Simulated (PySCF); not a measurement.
**A small calculation by hand: chemical shift, span and skew from a shielding tensor**

GaF3, SMILES [F][Ga]([F])[F]. Atoms are numbered in the order given.

```xyz
4

Ga     0.0000     0.0000     0.0000
F     -1.7274     0.0000     0.0000
F      0.8637     1.4959     0.0000
F      0.8637    -1.4959     0.0000
```

Coordinates come from a PBE0-D3(BJ)/def2-SVP optimisation. The isomer is the one that the SMILES or the coordinates give; other isomers of the formula were not compared.

GIAO shieldings from PBE0/pcSseg-2 (PySCF), non-relativistic, no solvent. The symmetric part of the tensor of F2 has the principal values 309.5, 382.0, 445.6 ppm. The same nucleus in CFCl3 has σ = 165.8 ppm at this level (PySCF, at its B3LYP-D3(BJ)/def2-TZVP geometry).

### Question
Work out the isotropic shielding, the ¹⁹F shift against CFCl3, the span and the skew.

### Answer

σ(iso) = (σ11 + σ22 + σ33)/3 = 379.0 ppm. δ = σ(ref) − σ(iso) = 165.8 − (379.0) = -213.2 ppm.
Span Ω = σ33 − σ11 = 136.1 ppm. Skew κ = 3(σ(iso) − σ22)/Ω = -0.07. Tumbling in solution averages the tensor to δ; in a static solid the shielding alone would spread this spin-1/2 line over Ω.
